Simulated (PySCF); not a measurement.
Constitutional and geometric isomers with formula C3H6O. All species are isolated molecules in the gas phase. One relaxed conformer stands for each flexible species; it need not be the lowest. Strings in code marks are SMILES.

Calculation: B3LYP-D3(BJ)/def2-TZVP in PySCF. B3LYP has the VWN-RPA correlation part, as in Gaussian. 

| species | HOMO–LUMO gap (eV) | HOMO (eV) |
|---|---|---|
| `C=CCO` (C–C–C–O torsion -128°, C–C–O–H torsion -169°) | 7.09 | -7.32 |
| `C=COC` (C–C–O–C torsion 0°) | ___ | -6.50 |
| `OC1CC1` (H–O–C–C torsion 144°) | 8.23 | ___ |
| `C[C@@H]1CO1` | 8.73 | -7.51 |

Question: Fill in the missing entries.

Answer: 
- `C=COC` (C–C–O–C torsion 0°), HOMO–LUMO gap (eV): 7.12
- `OC1CC1` (H–O–C–C torsion 144°), HOMO (eV): -7.33
